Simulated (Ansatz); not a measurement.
Problem. Name a neutral molecule of C, F, N, O, Si and H with size of the dipole moment (ωB97M-V/def2-TZVPP) between 2.55 and 2.85 D and HOMO energy (PBE/def2-TZVPP) between -6.00 and -5.70 eV (Ansatz, PBE0-D4/def2-TZVP geometry).

Solution. `N[Si@@H]1N[C@@]1(O)F` (2.58 D, -5.79 eV); `NC(=O)[SiH2]F` (2.58 D, -5.84 eV). Other molecules can fit too; these were computed, each in one conformer that needn't be the lowest.
